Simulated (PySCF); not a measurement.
Stepwise substitution at one centre (In F-H). Gas-phase values, no solvent. Strings in code marks are SMILES.

The HOMO from two functionals at the same geometries (CAM-B3LYP-D3(BJ)/def2-TZVP), both in PySCF: PBE-D3(BJ)/def2-TZVP and TPSSh-D3(BJ)/def2-TZVP. 

```tsv
species	PBE-D3(BJ)/def2-TZVP (eV)	TPSSh-D3(BJ)/def2-TZVP (eV)
0 of 3 F replaced by H (`[F][In]([F])[F]`)	-9.18	-10.04
1 of 3 F replaced by H (`[F][InH][F]`)	-8.23	-9.04
2 of 3 F replaced by H (`[InH2][F]`)	-7.28	-8.04
3 of 3 F replaced by H	-7.00	-7.64
```

Over these rows, drawn at random from the members with no instability flagged (it was tested for open shells, ions and some series alone), PBE minus TPSSh-D3(BJ): mean +0.77 eV, from +0.64 eV to +0.86 eV.
